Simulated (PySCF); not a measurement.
A homologous series of growing length: n-germane methyl/methyl. Isolated molecules, 0 K electronic values unless said otherwise. One relaxed conformer stands for each flexible species; it need not be the lowest. Strings in code marks are SMILES.

These are PBE0-D4/def2-TZVP // PBE0-D3(BJ)/def2-SVP (PySCF) values and carry that method's errors. All candidates: neutral, multiplicity 1. Delta-SCF ions had no search for a lower state. Excitations are Tamm–Dancoff values on a coarser integration grid. The basis has no diffuse functions, so Rydberg states are missing or too high.

```
Property                                       Result
-------------------------------------------  --------
vertical ionisation energy (Delta-SCF)       10.61 eV
HOMO                                         -8.52 eV
brightest of the four lowest singlets (TDA)   8.73 eV
```

### Question
Say which member has these values.
(A) `[CH3][GeH2][GeH2][GeH2][GeH2][GeH2][GeH2][CH3]`
(B) `[CH3][GeH2][GeH2][GeH2][GeH2][CH3]`
(C) `[CH3][GeH2][CH3]`
(D) `[CH3][GeH2][GeH2][GeH2][GeH2][GeH2][CH3]`

### Answer
C, `[CH3][GeH2][CH3]`. The others give `[CH3][GeH2][GeH2][GeH2][GeH2][GeH2][GeH2][CH3]`: 8.21 eV, -6.91 eV, 5.62 eV; `[CH3][GeH2][GeH2][GeH2][GeH2][GeH2][CH3]`: 8.41 eV, -7.01 eV, 5.90 eV; `[CH3][GeH2][GeH2][GeH2][GeH2][CH3]`: 8.67 eV, -7.16 eV, 6.29 eV
